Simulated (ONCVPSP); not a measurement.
## Logarithmic derivatives: Mo (Z = 42), ONCV

```
Element                 : Mo (Z = 42)
Generator               : ONCVPSP 4.0.1
Type                    : optimised norm-conserving Vanderbilt (ONCV)
Functional              : PBE
Relativity              : scalar-relativistic
Frozen core             : [Ar] 3d10
Valence charge          : 14
Reference configuration : 4s2 4p6 4d5 5s1
Partial waves           : 4s+5s: rc 2.10 bohr, ncon 3, nbas 7, qcut 6.6 1/bohr, 2 projectors; 4p: rc 1.50 bohr, ncon 4, nbas 8, qcut 7.6 1/bohr, 3 projectors, debl 3.2 Ha; 4d: rc 1.95 bohr, ncon 3, nbas 7, qcut 9.3 1/bohr, 2 projectors, debl 2 Ha
Local potential         : polynomial inside 1.45 bohr (lpopt 5, dvloc0 3 Ha)
Core correction         : Teter function fitted to the true core (icmod 2), fcfact 0.35
```

The phase is arctan(r·R′/R) of the radial function R(r), unwrapped; energies in Ha, scanned from -4 to 5 Ha. A pole is an energy at which the radial function vanishes at the test radius. The pseudo phase is shifted by a multiple of π to meet the all-electron one at the reference energy, and phase errors are pseudo minus all-electron; the curves can meet again beyond the range given. Levels narrower than the energy grid can be missing from the lists of poles.

```tsv
channel	radius (bohr)	reference energy (Ha)	poles, all-electron	poles, pseudo	unbroken range about the reference energy with phases within 0.05 rad	phase error 1 Ha above the reference energy (rad)
s	2.13	-0.15	-2.25, 3.09	-2.25, 3.14	the whole range	+0.002
p	1.53	-1.41	0.05	0.05	the whole range	-0.000
d	1.98	-0.14	0.69	0.69	the whole range	-0.000
```

Phases in the p channel:

| E (Ha) | all-electron | pseudo |
| --- | --- | --- |
| -3.98 | 1.076 | 1.076 |
| -3.74 | 1.021 | 1.021 |
| -3.50 | 0.949 | 0.949 |
| -3.26 | 0.850 | 0.850 |
| -3.02 | 0.707 | 0.707 |
| -2.78 | 0.494 | 0.494 |
| -2.54 | 0.181 | 0.181 |
| -2.30 | -0.221 | -0.221 |
| -2.06 | -0.611 | -0.611 |
| -1.82 | -0.904 | -0.904 |
| -1.58 | -1.103 | -1.103 |
| -1.34 | -1.237 | -1.237 |
| -1.10 | -1.333 | -1.333 |
| -0.86 | -1.405 | -1.405 |
| -0.62 | -1.460 | -1.460 |
| -0.38 | -1.505 | -1.505 |
| -0.14 | -1.544 | -1.544 |
| 0.10 | -1.577 | -1.577 |
| 0.34 | -1.607 | -1.607 |
| 0.58 | -1.635 | -1.635 |
| 0.82 | -1.662 | -1.662 |
| 1.06 | -1.688 | -1.688 |
| 1.30 | -1.714 | -1.714 |
| 1.54 | -1.742 | -1.742 |
| 1.78 | -1.771 | -1.771 |
| 2.02 | -1.804 | -1.804 |
| 2.26 | -1.840 | -1.840 |
| 2.50 | -1.882 | -1.882 |
| 2.74 | -1.932 | -1.932 |
| 2.98 | -1.994 | -1.994 |
| 3.22 | -2.073 | -2.073 |
| 3.46 | -2.178 | -2.178 |
| 3.70 | -2.322 | -2.322 |
| 3.94 | -2.524 | -2.524 |
| 4.18 | -2.801 | -2.801 |
| 4.42 | -3.143 | -3.143 |
| 4.66 | -3.487 | -3.486 |
| 4.90 | -3.768 | -3.768 |
